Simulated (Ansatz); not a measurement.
Geometry optimisation, RKS r2SCAN-D4/def2-SVP (Ansatz 0.2.0).

The input (input.yaml):

```yaml
crystal:
  periodic: [false, false, false]
  atoms:
    - { symbol: Ti, position_ang: [-0.159887, 0.060283, -0.015257] }
    - { symbol: O, position_ang: [-0.22574, -0.078028, 1.843554] }
    - { symbol: H, position_ang: [-0.967621, 0.266936, 2.366438] }
    - { symbol: F, position_ang: [1.47757, 0.113978, -0.573073] }
    - { symbol: F, position_ang: [-0.915374, 1.566445, -0.417137] }
    - { symbol: Cl, position_ang: [-1.333092, -1.509623, -0.986818] }
    - { symbol: Cl, position_ang: [1.51221, -2.781472, 1.347805] }
    - { symbol: H, position_ang: [0.960833, -1.905218, 2.187388] }
basis:
  gaussian: { orbitals: def2-SVP }
hamiltonian:
  xc: r2scan
  dispersion: d4
relax:
  f_tol: 0.03
  max_steps: 50
```

Launched with:

```bash
$ ansatz run input.yaml --threads 4 --pin off --max-ram 5120MiB --backend cpu --events-out ev --progress --plain --runs-dir out
```

**Question.** Where does it end, and by what steps?

**Answer.** It converged. After 10 steps the energy has fallen by 0.111 eV; H8 moved furthest, 0.20 Å.

```csv
step,energy less start (eV),largest force component (eV/Å),accepted
0,0.0000,1.664,yes
1,-0.0877,0.499,yes
2,-0.0903,0.520,yes
3,-0.0959,0.254,yes
4,-0.0663,1.349,no
5,-0.1051,0.135,yes
6,-0.1094,0.073,yes
7,-0.1095,0.094,yes
8,-0.1103,0.084,yes
9,-0.1109,0.046,yes
10,-0.1110,0.007,yes
```

```xyz
8
Properties=species:S:1:pos:R:3
Ti -0.145 -0.012 0.019
O -0.248 -0.153 1.803
H -0.813 0.334 2.420
F 1.498 0.128 -0.522
F -0.922 1.493 -0.348
Cl -1.282 -1.574 -1.018
Cl 1.446 -2.666 1.325
H 0.816 -1.816 2.075
```

Whether the end is a true minimum wasn't checked by a vibrational analysis.

The run took 46 s on 4 threads of Arm Neoverse V1, on a shared host, peak memory 0.23 GiB.
